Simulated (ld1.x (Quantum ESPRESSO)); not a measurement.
# aluminium (Al): one change to a TM potential, before and after

```
Element                 : aluminium (Al)
Generator               : ld1.x (Quantum ESPRESSO) 7.5
Type                    : norm-conserving Troullier–Martins (Kleinman–Bylander form)
Functional              : PBEsol
Relativity              : scalar-relativistic
Frozen core             : [Ne]
Valence charge          : 3
Reference configuration : 3s1.5 3p1.5
Partial waves           : 3s (bound): rc 1.55 bohr; 3d channel at 0.2 Ry: rc 1.70 bohr; 3p (bound): rc 1.75 bohr
Local potential         : the p channel
Core correction         : Bessel-smoothed model core, default radius (core density twice the valence density)
```

All-electron outer shells of the reference configuration (PBEsol, scalar-relativistic, ld1.x):

```json
{"shell": "2s", "level (eV)": "-108.78", "outermost node (bohr)": "0.16", "outermost maximum (bohr)": "0.50"}
{"shell": "2p", "level (eV)": "-70.47", "outermost node (bohr)": "–", "outermost maximum (bohr)": "0.43"}
{"shell": "3s", "level (eV)": "-8.14", "outermost node (bohr)": "0.80", "outermost maximum (bohr)": "2.06"}
{"shell": "3p", "level (eV)": "-3.02", "outermost node (bohr)": "0.82", "outermost maximum (bohr)": "2.61"}
```

Change: all radii but the core radius scaled by about 1.40 (s 2.18, p 2.46, d 2.38 bohr).

Cutoffs: the cutoffs (Ry, on a coarse ladder) from which the occupation-weighted sum of valence levels, in a spherical-Bessel basis at the reference potential, stays within 10 and 1 mRy of its value at 400 Ry; they do not see the model core or the augmentation charge, which bear on the density cutoff. Errors are all-electron minus pseudo energies relative to the spin-unpolarised reference configuration.

**Question.** How do hardness, ghosts and transferability respond?

**Answer.** The potential gets softer (25 Ry and 50 Ry → 8 Ry and 25 Ry); of the 7 tests that both files solve, the error grows in 6 and shrinks in 1 by more than 15 % and 0.3 meV (median size 0.3 → 1.2 meV); neither file shows a bound ghost. A larger radius leaves more room for a smooth pseudo-wave, so fewer plane waves are needed.

```csv
quantity,base,changed
"cutoff, loose",25 Ry,8 Ry
"cutoff, tight",50 Ry,25 Ry
loose cutoff by channel (10 mRy a level),"s 10 Ry, p 6 Ry","s 8 Ry, p 6 Ry"
bound ghosts,none,none
"error for 3s2 3p1, meV [ΔE -2.54 eV]",-0.2,-1.0
"error for 3s2 3p0, meV [ΔE 3.20 eV]",+0.1,-1.4
"error for 3s1 3p0, meV [ΔE 22.37 eV]",+4.7,+6.9
"error for 3s0 3p3, meV [ΔE 7.87 eV]",-2.2,-11
"error for 3s1 3p2, meV [ΔE 2.58 eV]",-0.3,-1.2
"error for 3s1 3p1, meV [ΔE 8.99 eV]",+2.1,+0.7
"error for 3s2 3p1.3, meV [ΔE -3.10 eV]",+0.1,-0.6
```
